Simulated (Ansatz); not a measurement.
Mulliken charges of CH3ClN2Si (`N[SiH]1N=C1Cl`) from ωB97M-V/def2-TZVPP in Ansatz (PBE0-D4/def2-TZVP geometry).

```
atom   x (Å)   y (Å)   z (Å)  charge (e)
  N1  -0.539  -0.107   1.413      -0.363
 Si2   0.545  -0.003   0.129       0.447
  N3   0.322   1.174  -1.181      -0.254
  C4   0.090  -0.016  -1.577      -0.037
 Cl5  -0.453  -0.524  -3.135      -0.042
  H6  -1.529   0.047   1.329       0.136
  H7  -0.241  -0.305   2.352       0.132
  H8   1.897  -0.322   0.615      -0.018
```

By hand: the dipole of these point charges (1 e Å = 4.8032 D).

Σ q r = (0.099, -0.266, 0.515) e Å, of length 0.588 e Å = 2.82 D.

How does the dipole of the full density compare? (Estimate.)

The calculation gave: (-0.080, -0.314, 0.799) e Å, 4.14 D; the point charges give 0.68 times that, at 16° from its direction.

Point charges leave out the atoms' own dipoles, such as those of lone pairs, and Mulliken's split depends on the basis, so the two needn't agree.
